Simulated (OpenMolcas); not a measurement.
# Computed transition rates of Te

```yaml
Program: OpenMolcas 26.06
Method: "SS-CASPT2, IPEA 0.25 Eh, imaginary shift 0.1 Eh (closed shells correlated: 4d)"
Basis: ANO-RCC [10s9p8d5f3g]
Scalar_Hamiltonian: DKH2, point nucleus
Active_space: 6 electrons in 8 orbitals (5s 5p 6s 6p)
State_averaging: 2S+1 = 3 even, 3 roots; 2S+1 = 1 even, 6 roots; 2S+1 = 3 odd, 3 roots (0 in the spin-orbit step)
Spin-orbit_coupling: state interaction with AMFI integrals over the reference wave functions, term energies averaged over their components
```

Rates come from the transition moments of the reference wave functions (E1 and E2 in the length form). At fixed line strength A goes as λ^-3 for E1 and M1 and as λ^-5 for E2, so a rate at the computed wavelength can be rescaled to the measured one. Measured vacuum wavelengths follow from level energies in NIST Handbook of Basic Atomic Spectroscopic Data. Branching counts decays inside the model space alone, at computed energies, and the table is only a selection of the E2 and M1 lines, drawn from those between levels with measured partners whose computed energy lies within a factor of 1.5 of the measured one.

```
      Upper        Lower  Type  λ computed (nm)  λ measured (nm)  A computed (s-1)  A rescaled (s-1)  Branching %
5s2 5p4 3P1  5s2 5p4 3P2    M1             2386             2105          1.56e+00          2.27e+00         99.8
5s2 5p4 3P0  5s2 5p4 3P2    E2             2227             2125          6.93e-03          8.76e-03         83.7
5s2 5p4 1D2  5s2 5p4 3P1    M1             1572             1722          2.20e-01                            7.0
5s2 5p4 1D2  5s2 5p4 3P2    M1            947.6            947.2          2.83e+00                           90.3
5s2 5p4 1D2  5s2 5p4 3P2    E2            947.6            947.2          8.04e-02                            2.6
5s2 5p4 1S0  5s2 5p4 1D2    E2            765.2            791.1          4.51e+00          3.82e+00         12.6
5s2 5p4 1S0  5s2 5p4 3P1    M1            514.7            542.1          3.04e+01                           84.6
5s2 5p4 1S0  5s2 5p4 3P2    E2            423.4            431.1          1.01e+00                            2.8
```

Spin-changing lines and M1 lines between different terms are not rescaled, since their strength hangs on the term gaps too.

The largest correction is for 5s2 5p4 3P1 → 5s2 5p4 3P2 (M1): 1.56e+00 × (2386 / 2105)^3 = 2.27e+00 s-1, a factor of 1.46.

The computed order of these levels differs from the measured one in 1 place, and where term gaps are wrong the rates of spin-changing lines can be off by large factors.

No measured rate stands beside these. Rescaling mends the energy factor alone: line strengths can still be far off where a level mixes with configurations outside the active space, and weak or spin-changing lines hang on small mixing coefficients that depend on the term gaps too, so rescaling need not improve them.

CASPT2 does not keep the components of a term degenerate, so their means are used; among the terms shown or strongly mixed into the levels shown the widest spread is 80 cm-1 (5s2 5p4 1D). Some high roots are left out of the spin-orbit mixing, which shifts the levels that they would mix with. Active for correlation alone: 6p 6s; no level in the range computed is led by a configuration that fills them, so any true level of that kind is missing. Computed and measured levels are paired by configuration, term and J; levels that our copy of the source lacks, or whose pairing is in doubt (as where it misses far off the trend of its configuration), stay unpaired. Only configurations of the active space appear.
